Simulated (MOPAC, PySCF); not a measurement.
[Cd(NH2)(Br)], neutral singlet in the gas phase. 

Cartesian coordinates (Å):
```xyz
5

Cd    -0.0287    -0.0592     0.0016
N      1.4883    -1.4060    -0.1279
H      2.1556    -1.2406     0.6417
H      2.0314    -1.2239    -0.9864
Br    -1.9987     1.3523     0.1663
```
Charge 0, multiplicity 1.

All levels are single points at this geometry (PBE-D3(BJ)/def2-SVP); Pople sets use spherical d functions. Orbital energies aren't observables, and empty levels follow the basis.

PM3 in MOPAC gives dipole (D) = 3.66.

Q: Estimate the dipole (D) from each of these levels: B3LYP-D3(BJ)/def2-TZVP in PySCF; PBE-D3(BJ)/def2-TZVP in PySCF; TPSSh-D3(BJ)/def2-TZVP in PySCF; B3LYP/LANL2DZ in PySCF; PBE/6-31G* (LANL2DZ on Cd) in PySCF; SVWN5/6-31G* (LANL2DZ on Cd) in PySCF; HF/6-31G* (LANL2DZ on Cd) in PySCF; PM7 in MOPAC.

A: 
```csv
level,dipole (D)
B3LYP-D3(BJ)/def2-TZVP in PySCF,2.53
PBE-D3(BJ)/def2-TZVP in PySCF,2.52
TPSSh-D3(BJ)/def2-TZVP in PySCF,2.57
B3LYP/LANL2DZ in PySCF,3.10
PBE/6-31G* (LANL2DZ on Cd) in PySCF,3.04
SVWN5/6-31G* (LANL2DZ on Cd) in PySCF,3.09
HF/6-31G* (LANL2DZ on Cd) in PySCF,2.94
PM7 in MOPAC,3.23
```
